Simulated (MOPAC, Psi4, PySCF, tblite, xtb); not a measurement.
Dimer H2O ··· C4H4O (SMILES O and c1ccoc1) at R = 4.02 Å between the centres of mass, closest contact 2.10 Å (lowest of the rigid-body minima from ten starts at GFN2-xTB). Geometry in Å and degrees:

```
O
C 1 1.3614
C 2 1.3552 1 110.32
C 1 1.3615 2 106.95 3 0.01
C 4 1.3552 1 110.37 2 0.00
H 4 1.0752 5 133.60 3 -180.00
H 2 1.0752 3 133.63 5 179.99
H 3 1.0766 2 126.42 7 -0.01
H 5 1.0766 4 126.46 6 0.01
H 1 2.1043 2 99.95 7 -0.07
O 10 0.9627 1 163.51 2 -1.13
H 11 0.9627 10 105.25 1 -177.46
```

Levels: GFN2-xTB (tblite); SAPT0/jun-cc-pVDZ, frozen core (Psi4); revPBE/def2-TZVP, counterpoise-corrected (Psi4); revPBE-D3(BJ)/def2-TZVP, counterpoise-corrected (Psi4); PBE/def2-TZVP, counterpoise-corrected (Psi4); PBE-D3(BJ)/def2-TZVP, counterpoise-corrected (Psi4); HF/aug-cc-pVDZ, counterpoise-corrected (Psi4); MP2/aug-cc-pVDZ = DF-MP2/aug-cc-pVDZ, frozen core, counterpoise-corrected in Psi4 1.11; SCS-MP2/aug-cc-pVDZ = DF-SCS-MP2/aug-cc-pVDZ, frozen core, counterpoise-corrected (Psi4); AM1, restricted, heats of formation (MOPAC); PM7, restricted, heats of formation (MOPAC); GFN1-xTB (xtb); RKS-B3LYP/6-31G* = restricted B3LYP/6-31G*, spherical d, no counterpoise correction run with PySCF; RKS-B3LYP/3-21G = restricted B3LYP/3-21G, no counterpoise correction run with PySCF 2.14.0; RKS-B3LYP/LANL2DZ = restricted B3LYP/LANL2DZ, no counterpoise correction run with PySCF; RKS-LDA (SVWN5)/6-31G* = restricted LDA (SVWN5)/6-31G*, spherical d, no counterpoise correction run with PySCF.

Question: What interaction energy does each level give?

Answer: 
```
method                   E_int / kJ/mol
-----------------------  --------------
RKS-B3LYP/3-21G                  -26.16
RKS-LDA (SVWN5)/6-31G*           -24.86
RKS-B3LYP/LANL2DZ                -18.63
RKS-B3LYP/6-31G*                 -14.94
SAPT0/jun-cc-pVDZ                -14.69
PBE-D3(BJ)/def2-TZVP             -12.86
GFN1-xTB                         -12.40
MP2/aug-cc-pVDZ                  -11.45
GFN2-xTB                         -11.15
revPBE-D3(BJ)/def2-TZVP          -10.56
SCS-MP2/aug-cc-pVDZ               -9.90
PBE/def2-TZVP                     -9.75
PM7                               -9.18
AM1                               -7.35
HF/aug-cc-pVDZ                    -7.24
revPBE/def2-TZVP                  -4.03
```
